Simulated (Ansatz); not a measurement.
Stepwise reaction of `[F][Al]([F])[SH]` with water, as a gas-phase model of exchange steps in deposition or etching. ΔE in kJ/mol.

Gas-phase electronic energies from Ansatz, PBE0-D4/def2-TZVP geometries. CCSD(T)/CBS is the MP2 limit (def2-TZVPP, def2-QZVPP) plus CCSD(T) − MP2 in def2-TZVPP, frozen cores. This one scheme is used for every species. DFT in def2-TZVPP. B3LYP here is the variant with VWN-RPA as its local correlation; programs differ in this. Each species was taken in one conformer, which may not be the lowest.

| step | reaction | PBE-D4 | B3LYP-D4 | ωB97M-V | CCSD(T)/CBS |
| --- | --- | --- | --- | --- | --- |
| 1 | `[F][Al]([F])[SH]` + H₂O → `[OH][Al]([F])[SH]` + H–F | 44.9 | 46.4 | 46.0 | 46.6 |
| 2 | `[OH][Al]([F])[SH]` + H₂O → `[OH][Al]([OH])[SH]` + H–F | 48.6 | 49.5 | 49.2 | 49.3 |

(1) By hand: ΔE of the 2 steps together at CCSD(T)/CBS.

## Answers

(1) (46.6) + (49.3) = 95.9 kJ/mol, or 48.0 kJ/mol a step.

In ΔE the steps differ by no more than 2.7 kJ/mol. All are uphill at CCSD(T)/CBS. PBE-D4 differs from CCSD(T)/CBS by -1.7 to -0.7 kJ/mol a step. Isolated molecules leave out the surface, adducts and barriers. Largest T1 diagnostic: 0.012.
